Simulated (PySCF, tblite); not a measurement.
Compound: C₈H₁₂P (charge +1).
Geometry (GFN2-xTB, Å), atoms numbered from 1 in this order:
```xyz
21
C8H12P angstrom
C      2.7670   -1.7608   -0.9924
C      2.0838   -0.6322   -0.8025
C      0.8098   -0.5225   -0.1298
C      0.1873    0.6709    0.1139
C      0.6487    2.0502   -0.2091
P     -1.3569    0.3293    0.9626
C     -2.8627    0.9096    0.1527
C     -1.1125   -1.4406    0.9578
C      0.0592   -1.6896    0.3515
H      2.4292   -2.7243   -0.6520
H      3.7146   -1.7497   -1.5019
H      2.4942    0.2998   -1.1646
H      0.7495    2.1841   -1.2867
H     -0.0547    2.7918    0.1650
H      1.6233    2.2468    0.2376
H     -1.3479    0.8319    2.2484
H     -2.8580    1.9991    0.1031
H     -3.7321    0.5747    0.7201
H     -2.9038    0.4984   -0.8567
H     -1.7901   -2.1644    1.3736
H      0.4431   -2.6854    0.2088
```

The geometry is computed with GFN2-xTB (gas phase).

Take the most abundant isotopes and a rigid rotor. The values belong to one conformer with, in the numbering `[CH2:1]=[CH:2][C:3]1=[C:4]([CH3:5])[P@@H+:6]([CH3:7])[CH:8]=[CH:9]1`, C1–C2–C3–C4 176°.

What are A, B and C (MHz)?

Ia = 202.44, Ib = 503.42, Ic = 657.09 u·Å²; 505379 MHz·u·Å²/I gives A = 2496, B = 1004, C = 769.1 MHz.

What kind of rotor is it?

An asymmetric top; Ray's κ = -0.728.

Is it planar, by Δ = Ic − Ia − Ib?

Not planar: Δ = Ic − Ia − Ib = -48.77 u·Å². For a rigid frame Δ = −2 Σ m c², so Σ m c² = 24.38 u·Å² lies off the ab plane: 9.23 from hydrogen and 15.15 from heavier atoms. The atom farthest from that plane is 1.88 Å away.

Give the other two planar moments, Paa and Pbb, and the rms extents of the mass along the axes.

Paa = Σ m a² = (Ib + Ic − Ia)/2 = 479.03 and Pbb = Σ m b² = (Ia + Ic − Ib)/2 = 178.06 u·Å². With the mass M = 139.07 u, the rms extents √(P/M) along a, b and c are 1.86, 1.13, 0.42 Å.

List the rotational levels J(Ka,Kc) to J = 2 (cm⁻¹).

Above 0(0,0):
J = 1: 1(0,1) 0.0591, 1(1,1) 0.1089, 1(1,0) 0.1168
J = 2: 2(0,2) 0.1766, 2(1,2) 0.2194, 2(1,1) 0.2429, 2(2,1) 0.3922, 2(2,0) 0.3931
Those of J = 1 are B + C, A + C and A + B.

Estimate the classical rotational partition function at 10 K, 200 K and 298.15 K.

Point group C1, symmetry number σ = 1; q = (√π/σ)·√((kT/h)³/(ABC)), k/h = 20836.6 MHz/K: 3840 at 10 K, 343000 at 200 K, 625000 at 298.15 K.

Its GFN2-xTB frequencies are all real (lowest 43 cm⁻¹). No vibrational averaging or centrifugal distortion is included, and the geometry carries the error of its method.
